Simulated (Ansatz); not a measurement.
Relaxation of F2GeH3O (7 atoms, charge 0, multiplicity 2), to a largest force component of 0.03 eV/Å in at most 50 steps.

Theory: UKS PBE/def2-SVP (Ansatz 0.2.0).

```xyz
7
Properties=species:S:1:pos:R:3
Ge -0.007 0.405 0.187
H -0.377 0.318 2.915
H 1.446 -0.082 -0.197
F -0.704 1.023 -1.327
F -0.977 -1.097 0.390
O 0.281 -0.319 2.541
H -0.297 -1.049 2.214
```

**Question.** Where does it end, and by what steps?

**Answer.** It converged. After 6 steps the energy has fallen by 0.019 eV; H2 moved furthest, 0.18 Å.

```csv
step,energy less start (eV),largest force component (eV/Å),accepted
0,0.0000,0.391,yes
1,-0.0001,0.751,yes
2,-0.0132,0.517,yes
3,-0.0184,0.177,yes
4,-0.0186,0.109,yes
5,-0.0191,0.062,yes
6,-0.0193,0.005,yes
```

```xyz
7
Properties=species:S:1:pos:R:3
Ge -0.020 0.423 0.133
H -0.325 0.257 3.079
H 1.448 -0.060 -0.200
F -0.695 0.984 -1.410
F -0.973 -1.083 0.367
O 0.268 -0.313 2.551
H -0.337 -1.010 2.203
```

Whether the end is a true minimum wasn't checked by a vibrational analysis.

Run time: 7.3 s on 4 threads of Arm Neoverse V2 (shared host), peak memory 0.16 GiB.
